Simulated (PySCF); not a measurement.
Species: C2H7SSi (doublet state).
Z-matrix (Å and degrees, GFN2-xTB geometry), rows numbered from 1:
```
C 
C   1  1.4178
S   2  1.9641  1  108.83
Si  3  2.1356  2  101.90  1   -67.58
H   1  1.0740  2  120.29  3   -79.74
H   1  1.0752  2  120.49  3    85.70
H   2  1.0851  1  115.14  3   111.16
H   2  1.0851  1  115.72  3  -115.22
H   4  1.4591  3  107.26  2   -44.12
H   4  1.4517  3  103.79  2  -163.83
H   4  1.4585  3  109.52  2    75.93
```

The hyperfine couplings belong to this conformer and change with its torsions.

Identity: `[CH2]CS[SiH3]` [radical].

Method used: UKS B3LYP, pcH-1 on C H S Si, non-relativistic, mean-field spin-orbit, GIAO in PySCF. One conformer (not necessarily the lowest) at the GFN2-xTB geometry, without solvent, vibrations or thermal averaging. A GFN2-xTB geometry isn't a minimum of the functional, and hyperfine couplings can be far from their values at a DFT geometry. Stability of the SCF solution: not tested.

Principal values of hyperfine tensors in MHz (contact, dipolar and spin–orbit terms together), for some of the nuclei:

```json
{"atom": "C1", "isotope": "13C", "A1": "7.24", "A2": "8.67", "A3": "227.38"}
{"atom": "H6", "isotope": "1H", "A1": "-89.44", "A2": "-55.41", "A3": "-19.06"}
{"atom": "H7", "isotope": "1H", "A1": "26.02", "A2": "28.78", "A3": "39.27"}
{"atom": "S3", "isotope": "33S", "A1": "2.33", "A2": "5.01", "A3": "78.68"}
{"atom": "H8", "isotope": "1H", "A1": "17.73", "A2": "20.42", "A3": "30.83"}
{"atom": "C2", "isotope": "13C", "A1": "-30.70", "A2": "-19.88", "A3": "-14.59"}
{"atom": "H10", "isotope": "1H", "A1": "4.14", "A2": "5.20", "A3": "7.51"}
{"atom": "Si4", "isotope": "29Si", "A1": "0.08", "A2": "0.61", "A3": "1.33"}
```

Split each tensor into its isotropic and traceless parts, and turn a_iso into mT with g = 2.0030.

a_iso is a third of the trace, T = A − a_iso, and a(mT) = a(MHz)/(g × 13.996). The tensors hold a spin–orbit part: the run splits a_iso into a_FC + a_SO, and T includes its anisotropic share.

| atom | a_iso (MHz) | a_FC | a_SO | a_iso (mT) | T1 | T2 | T3 |
| --- | --- | --- | --- | --- | --- | --- | --- |
| C1 | 81.10 | 81.15 | -0.06 | 2.893 | -73.85 | -72.43 | 146.28 |
| H6 | -54.64 | -54.65 | 0.01 | -1.949 | -34.80 | -0.77 | 35.58 |
| H7 | 31.36 | 31.38 | -0.03 | 1.118 | -5.34 | -2.58 | 7.92 |
| S3 | 28.67 | 28.44 | 0.23 | 1.023 | -26.35 | -23.66 | 50.01 |
| H8 | 23.00 | 23.02 | -0.02 | 0.820 | -5.27 | -2.57 | 7.84 |
| C2 | -21.72 | -21.69 | -0.03 | -0.775 | -8.97 | 1.84 | 7.13 |
| H10 | 5.62 | 5.61 | 0.00 | 0.200 | -1.48 | -0.42 | 1.90 |
| Si4 | 0.67 | 0.67 | 0.00 | 0.024 | -0.60 | -0.07 | 0.66 |

What spin density at the nucleus of C2 lies behind its contact coupling (g_N = 1.40482)?

a_FC = (2μ0/3) gₑ μB g_N μN ρ(0)/(2S·h) = 800.24 MHz × g_N × ρ(0)/(2S), with ρ in bohr⁻³. With a_FC = -21.69 MHz and 2S = 1, ρ(0) = -0.0193 bohr⁻³.

H5 (1H, g_N = 5.58569) isn't in the table. Its spin density at the nucleus is -0.01207 bohr⁻³. What is its contact coupling?

By the same relation, a_FC = -53.9 MHz. Its full tensor has the principal values -88.50, -55.03, -18.26 MHz.

Which nucleus of the table has the largest anisotropic coupling, and what is its form?

C1: -73.9, -72.4, 146.3 MHz (the dipolar term alone has -73.7, -72.5, 146.2), axial, in the ratio −1:−1:+2, the form that spin in one p orbital centred on that nucleus gives.

What first-order splitting does H6 cause when the field lies along A1, A2 or A3 of its tensor (g taken as isotropic, no quadrupole term)?

2 lines (I = 1/2), spaced by |A_i|/(g × 13.996): 3.19, 1.98, 0.68 mT along the axes of A1, A2 and A3.
